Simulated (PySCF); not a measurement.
Two-photon absorption: 3-ethylpentan-2-one (CCC(CC)C(C)=O, C$_{7}$H$_{14}$O)

Geometry:
```json
{"atom": "C1", "x (Å)": "2.373", "y (Å)": "-0.129", "z (Å)": "0.898"}
{"atom": "C2", "x (Å)": "1.355", "y (Å)": "-0.773", "z (Å)": "-0.029"}
{"atom": "C3", "x (Å)": "-0.068", "y (Å)": "-0.228", "z (Å)": "0.127"}
{"atom": "C4", "x (Å)": "-1.059", "y (Å)": "-0.993", "z (Å)": "-0.754"}
{"atom": "C5", "x (Å)": "-2.509", "y (Å)": "-0.572", "z (Å)": "-0.571"}
{"atom": "C6", "x (Å)": "-0.088", "y (Å)": "1.251", "z (Å)": "-0.254"}
{"atom": "C7", "x (Å)": "-0.496", "y (Å)": "2.235", "z (Å)": "0.808"}
{"atom": "O8", "x (Å)": "0.216", "y (Å)": "1.598", "z (Å)": "-1.371"}
{"atom": "H9", "x (Å)": "2.485", "y (Å)": "0.948", "z (Å)": "0.693"}
{"atom": "H10", "x (Å)": "3.367", "y (Å)": "-0.585", "z (Å)": "0.777"}
{"atom": "H11", "x (Å)": "2.084", "y (Å)": "-0.240", "z (Å)": "1.956"}
{"atom": "H12", "x (Å)": "1.330", "y (Å)": "-1.863", "z (Å)": "0.141"}
{"atom": "H13", "x (Å)": "1.656", "y (Å)": "-0.623", "z (Å)": "-1.079"}
{"atom": "H14", "x (Å)": "-0.376", "y (Å)": "-0.329", "z (Å)": "1.184"}
{"atom": "H15", "x (Å)": "-0.756", "y (Å)": "-0.844", "z (Å)": "-1.804"}
{"atom": "H16", "x (Å)": "-0.952", "y (Å)": "-2.070", "z (Å)": "-0.544"}
{"atom": "H17", "x (Å)": "-3.182", "y (Å)": "-1.180", "z (Å)": "-1.193"}
{"atom": "H18", "x (Å)": "-2.665", "y (Å)": "0.480", "z (Å)": "-0.858"}
{"atom": "H19", "x (Å)": "-2.833", "y (Å)": "-0.686", "z (Å)": "0.477"}
{"atom": "H20", "x (Å)": "-1.508", "y (Å)": "1.994", "z (Å)": "1.170"}
{"atom": "H21", "x (Å)": "0.177", "y (Å)": "2.147", "z (Å)": "1.676"}
{"atom": "H22", "x (Å)": "-0.470", "y (Å)": "3.259", "z (Å)": "0.413"}
```

Method: PySCF, TDDFT CAM-B3LYP/aug-cc-pVDZ excited states, vertical, gas phase. Geometry: PBE0-D3(BJ)/def2-SVP.

Q: Give the one- and two-photon strengths of the lowest singlets.

A: δ for parallel linear polarisation; σ at the peak of a Lorentzian of half width 0.1 eV, single beam; Ω is circular over linear.
```
state  E (eV)      f  photon λ (nm)  δ (au)  σ (GM)     Ω                                 main
   S1    4.40  0.000            563     0.2    0.00  1.50   HOMO→LUMO+3 0.78, HOMO→LUMO+8 0.09
   S2    6.54  0.021            379     170    2.67  0.21                       HOMO→LUMO 0.76
   S3    7.10  0.004            349    72.5    1.34  1.02   HOMO→LUMO+1 0.53, HOMO→LUMO+4 0.29
   S4    7.12  0.035            348    21.2    0.40  0.74   HOMO→LUMO+4 0.46, HOMO→LUMO+1 0.31
   S5    7.18  0.004            345    19.9    0.38  1.50   HOMO→LUMO+2 0.83, HOMO→LUMO+8 0.08
   S6    7.78  0.003            319     234    5.19  0.66  HOMO→LUMO+5 0.83, HOMO→LUMO+10 0.08
```

Among these, the strongest one-photon state is S4, the strongest two-photon state S6, with a dipole change of 2.4 D (relaxed, norm of the difference vector).
